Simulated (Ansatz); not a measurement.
One change: `[SiH3][S][GaH][SiH3]` becomes `[SiH3][GaH][SH]`.

Ansatz, PBE0-D4/def2-TZVP geometries, multiplicity 1. Each molecule was computed in one conformer, which needn't be the lowest.

Scalar relativity is left out up to krypton.

| property | `[SiH3][S][GaH][SiH3]` |
| --- | --- |
| HOMO energy (PBE/def2-TZVPP) / eV | -6.51 |
| size of the dipole moment (ωB97M-V/def2-TZVPP) / D | 1.13 |
| HOMO–LUMO gap (B3LYP/def2-TZVPP) / eV | 5.19 |
| HOMO–LUMO gap (ωB97M-V/def2-TZVPP) / eV | 9.48 |
| LUMO energy (PBE0/def2-TZVPP) / eV | -1.99 |
| ideal-gas entropy at 298 K and 1 bar (rigid rotor, harmonic PBE0-D4/def2-TZVP) / J/(mol·K) | 413 |

Task: What does the change do to each property? (An estimate is asked.)

Result: The calculation gave: 
```
                                                                                  property  `[SiH3][GaH][SH]`  shift
                                                         HOMO energy (PBE/def2-TZVPP) / eV              -6.59  -0.08
                                        size of the dipole moment (ωB97M-V/def2-TZVPP) / D               1.24   0.11
                                                     HOMO–LUMO gap (B3LYP/def2-TZVPP) / eV               5.42   0.23
                                                   HOMO–LUMO gap (ωB97M-V/def2-TZVPP) / eV               9.66   0.18
                                                        LUMO energy (PBE0/def2-TZVPP) / eV              -1.84   0.15
ideal-gas entropy at 298 K and 1 bar (rigid rotor, harmonic PBE0-D4/def2-TZVP) / J/(mol·K)                350    -63
```

With PBE0 the HOMO falls by 0.10 eV and the LUMO rises by 0.15 eV, so the gap widens by about 0.25 eV. PBE moves the HOMO by -0.08 eV and ωB97M-V by -0.01 eV. The zero-point energy changes by -46.4 kJ/mol with -9 modes. Dipoles are sizes alone; their direction can turn. Modes under 60 cm⁻¹, often nearly free rotors, make the harmonic entropy too high.

B3LYP here is the variant with VWN-RPA as its local correlation; programs differ in this.
